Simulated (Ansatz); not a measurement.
Reaction (ligand exchange at the Si–S bond): `[F][AlH][S][SiH3]` + `[OH][In]([SH])[Br]` → `[SiH3][O][In]([SH])[Br]` + `[F][AlH][SH]`

Calculated with Ansatz (gas phase, PBE0-D4/def2-TZVP geometries, no zero-point term in ΔE). CCSD(T)/CBS adds triple-zeta CCSD(T) − MP2 to the extrapolated MP2 energy (def2 sets, frozen cores). This one scheme is used for every species. Functionals use def2-TZVPP. Elements past krypton have def2 core potentials. For Br, In outer-core shells are correlated without core-valence functions, which leaves a few kJ/mol of doubt a bond. Scalar relativity is left out up to krypton. Each species was taken in one conformer, which may not be the lowest.

| level | ΔE (kJ/mol) | difference from CCSD(T)/CBS |
| --- | --- | --- |
| PBE0-D4 | -28.9 | 12.8 |
| PBE | -23.3 | 18.4 |
| r2SCAN | -35.0 | 6.7 |
| PBE0 | -28.9 | 12.8 |
| SCS-MP2/def2-TZVPP | -48.5 | -6.8 |
| CCSD(T)/def2-TZVPP | -45.5 | -3.8 |
| HF/def2-QZVPP | -64.1 | -22.4 |
| MP2/def2-QZVPP | -41.2 | 0.5 |
| SCS-MP2/def2-QZVPP | -46.8 | -5.1 |
| HF/CBS(def2) | -64.4 | -22.7 |
| CCSD(T)/CBS | -41.7 | 0 |

Largest T1 diagnostic among the species: 0.013.

In def2-TZVPP, CCSD(T) changes the Hartree–Fock value by +16.6 kJ/mol (the triples alone add +3.3 kJ/mol) and MP2 by +19.4 kJ/mol. From PBE to PBE0 (25 % exact exchange), in def2-TZVPP and without D4, ΔE moves by −5.6 kJ/mol.
